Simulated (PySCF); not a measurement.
# Radial density of S³⁺ (sulfur, charge +3)

M06-2X, [Ne] 3s2 3p1, 2P determinant. All numbers are calculated (PySCF 2.14, scalar relativity by spin-free X2C-1e, in x2c-QZVPPall with one added diffuse shell each of s, p, d, f type (10s7p5d3f1g, 86 functions)).

| r (bohr) | 4πr²ρ (e/bohr) | 4πr²(ρα − ρβ) |
| --- | --- | --- |
| 0.00190 | 0.1330 | 0.0000 |
| 0.00319 | 0.3494 | 0.0000 |
| 0.00536 | 0.8945 | 0.0000 |
| 0.00902 | 2.191 | 0.0001 |
| 0.0152 | 4.980 | 0.0002 |
| 0.0255 | 9.952 | 0.0007 |
| 0.0429 | 16.02 | 0.0037 |
| 0.0722 | 18.22 | 0.0185 |
| 0.121 | 13.68 | 0.0693 |
| 0.204 | 13.03 | 0.1574 |
| 0.344 | 17.63 | 0.1364 |
| 0.578 | 9.632 | -0.0051 |
| 0.972 | 2.606 | 0.4151 |
| 1.64 | 2.064 | 0.6701 |
| 2.75 | 0.2816 | 0.1199 |
| 4.63 | 0.001844 | 0.0012 |

Densities and radii are taken from the X2C orbitals without a picture-change correction, which distorts them close to the nucleus.

Task: Where is the radial spin density 4πr²(ρα − ρβ) most negative, and why is it negative at all?

Result: Around r = 0.578 bohr, down to -0.0051 e/bohr: exchange with the open shell polarises the paired shells in an unrestricted calculation.
